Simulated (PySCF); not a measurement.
SnBr2, SMILES [Br][Sn][Br] (connectivity only; charge and spin as stated), neutral, multiplicity 1. Atoms are numbered in the order given.

```xyz
3

Sn     0.0000     0.0000     0.9562
Br     0.0000    -1.9370    -0.6830
Br     0.0000     1.9370    -0.6830
```

The structure is a stationary point at PBE0-D3(BJ)/def2-SVP. The isomer is the one that the SMILES or the coordinates give; other isomers of the formula were not compared. The def2 effective core potentials stand for the cores of Sn; spin–orbit coupling is left out.

All values below come from PBE0-D3(BJ)/def2-SVP in PySCF.

Frequencies are harmonic and unscaled.

Computed harmonic wavenumbers and intensities:
```json
[
 {"mode": "1", "ν (cm⁻¹)": "77", "IR (km/mol)": "0.9", "moving atoms (share of kinetic energy)": "Br 81 %, Sn 19 %"},
 {"mode": "2", "ν (cm⁻¹)": "244", "IR (km/mol)": "56.2", "moving atoms (share of kinetic energy)": "Br 56 %, Sn 44 %"},
 {"mode": "3", "ν (cm⁻¹)": "248", "IR (km/mol)": "24.8", "moving atoms (share of kinetic energy)": "Br 61 %, Sn 39 %"}
]
```
